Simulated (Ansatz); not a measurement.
The P1–O2 bond of PO is stretched (multiplicity 2).


Correlated levels freeze the cores.

Programs: Ansatz (a first-principles code) with Gaussian orbitals. Values without a source in brackets are computed.

Energies above the point at 1.480 Å (the B3LYP-D3(BJ) bond length), FIC-MRCISD+Q on CASSCF(11,8)/cc-pV(T+d)Z (kcal/mol): 22.94 at 1.332 Å; 9.61 at 1.628 Å; 131.29 at 5.919 Å.

Q: Take the last value as the depth D of a Morse curve D(1 − e^(−a(R − R₀)))², fit a and R₀ to the two near points, and test it at 1.998 and 2.590 Å.

A: 
With D = 131.3, both near points (counted from the curve's value at 1.480 Å) are met by a = 2.25 Å⁻¹ and R₀ = 1.487 Å, so k = 2Da² = 1327 kcal/(mol Å²). The curve then gives 61.1 and 110.1 kcal/mol; the level itself gives 66.3 and 119.8, so Morse is off by -5.1 and -9.6.
